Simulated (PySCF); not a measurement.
Work out the structure from these simulated measurements.

Formula: C2H7BCl; charge -1.

- 13C NMR: chemical shifts (computed TMS as zero) by class: 59.8 (1 C), 7.1 (1 C) ppm [GIAO HF/pcSseg-2]
- XPS: B1s 188.0, Cl2p3/2 200.6, C1s 284.8, C1s 286.2, Cl1s 2823.2 eV [ΔSCF SCAN, pcX-2 on the ionised atom, pcseg-1 elsewhere, spin-free X2C, 2p3/2 from a spin–orbit splitting computed afterwards within the 2p shell]
- Rotational structure: rotational constants A, B, C: 23.631, 2.137, 2.043 GHz [PBE0-D3(BJ)/def2-SVP]
- NMR, other nuclei: isotropic shieldings of nuclei other than C and H, by class: 133 (1 B), 976 (1 Cl) ppm [GIAO HF/pcSseg-2]
- 1H NMR: chemical shifts (computed TMS as zero) by class: 2.72 (2 H), 1.28 (2 H), -0.71 (3 H) ppm [GIAO HF/pcSseg-2]

Electronic properties: PySCF, gas phase, density fitting. Levels stand in brackets. Isolated species at its PBE0-D3(BJ)/def2-SVP geometry (one conformer only). The geometry's basis has no diffuse functions, a weakness for an anion. No diffuse functions stand in pcSseg-2, which bears on an anion's orbital energies. Each NMR value is the plain mean over a class of atoms that symmetry, rotation or inversion makes alike.

Problem. Give a SMILES that accounts for the data.

Solution. Numbering: `[CH3:1][BH2-:2][CH2:3][Cl:4]`. 2 carbons fall into 2 classes; from least to most shielded: sp3 C–Cl carbon [C3] (59.8 ppm), sp3 carbon bound to boron [C1] (7.1 ppm). Hydrogen classes from least to most shielded: 2 H on an sp3 C–Cl carbon, C3 (2.72 ppm), 2 H on a four-coordinate boron, B2 (1.28 ppm), 3 H on an sp3 carbon bound to boron, C1 (-0.71 ppm, a mean of values up to 0.5 ppm apart in this geometry). The other shieldings belong to: 133 ppm, four-coordinate boron [B2]; 976 ppm, alkyl chlorine [Cl4]. The core levels belong to: B1s 188.0 eV, four-coordinate boron [B2]; Cl2p3/2 200.6 eV, alkyl chlorine [Cl4]; C1s 284.8 eV, sp3 carbon bound to boron [C1]; C1s 286.2 eV, sp3 C–Cl carbon [C3]; Cl1s 2823.2 eV, alkyl chlorine [Cl4]. The optimised geometry has point group Cs and is an asymmetric top. Structure: `C[BH2-]CCl`. The assignments are read from this structure; whether some other isomer fits the data as well wasn't checked.

Conformer computed: `[CH3:1][BH2-:2][CH2:3][Cl:4]`: C1–B2–C3–Cl4 180°.
